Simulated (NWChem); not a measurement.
System: GeSiH₆S; SMILES [SiH3][S][GeH3]

Program: NWChem. STO-3G and 3-21G are far too small for this property and stand as cheap habits. Structure relaxed at the PBE-D3(BJ)/def2-SVP level. B3LYP is NWChem's, with the RPA form of VWN correlation. Field at 589 nm.

For level B3LYP/aug-cc-pVDZ:

* **isotropic polarisability (bohr³)**: 88.4
* **anisotropy (bohr³)**: 30.4

Q: Estimate the same quantities for level B3LYP/STO-3G.

A: The isotropic polarisability (bohr³) comes out as 34.3 and the anisotropy (bohr³) is 22.1.
